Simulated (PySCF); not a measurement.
All of these have the formula C6H10Si. The calculation used TDDFT PBE0/def2-SVPD, vertical, gas phase, core orbitals frozen in the response in PySCF. Geometries: GFN2-xTB; one conformer of each isolated species. Triplets are in the Tamm–Dancoff approximation.

Question: Rank by computed lowest singlet excitation energy, lowest first.
A. `C=C[SiH](C=C)C=C`
B. `C=C(C)C#CC[SiH3]`
C. `CC#CC1C[SiH2]C1`
D. `C=C[C@@H]1[SiH2][C@H]1C=C`

Answer: D (4.94 eV), B (5.34 eV), C (5.98 eV), A (6.32 eV).

| SMILES | S1 (eV) | gap (eV) | first f ≥ 0.01 (nm) | T1 (eV) | HOMO (eV) | α (au) | S1 mainly |
| --- | --- | --- | --- | --- | --- | --- | --- |
| C=C[C@@H]1[SiH2][C@H]1C=C | 4.94 | 5.75 | 251 | 3.65 | -6.36 | 101.3 | H→L (96%) |
| C=C(C)C#CC[SiH3] | 5.34 | 6.00 | 232 | 3.43 | -6.49 | 105.7 | H-1→L (66%) |
| CC#CC1C[SiH2]C1 | 5.98 | 7.17 | 198 | 5.28 | -7.03 | 97.5 | H→L (90%) |
| C=C[SiH](C=C)C=C | 6.32 | 7.46 | 190 | 4.31 | -7.82 | 97.4 | H-2→L (39%) |

H and L stand for HOMO and LUMO.

- `C=C[C@@H]1[SiH2][C@H]1C=C`: Löwdin shares by element: HOMO carbon 39% or more, silicon 22% (atoms not listed hold the other 40%); LUMO silicon 29%, carbon 25% or more (atoms not listed hold the other 46%).
- `C=C(C)C#CC[SiH3]`: Löwdin shares by element: HOMO carbon 80% or more (atoms not listed hold the other 20%); LUMO carbon 72% or more (atoms not listed hold the other 28%).
- `CC#CC1C[SiH2]C1`: Löwdin shares by element: HOMO carbon 78% or more (atoms not listed hold the other 22%); LUMO silicon 33%, hydrogen 22% or more, carbon 10% or more (atoms not listed hold the other 36%).
- `C=C[SiH](C=C)C=C`: Löwdin shares by element: HOMO carbon 52% or more (atoms not listed hold the other 48%); LUMO carbon 70% or more (atoms not listed hold the other 30%).
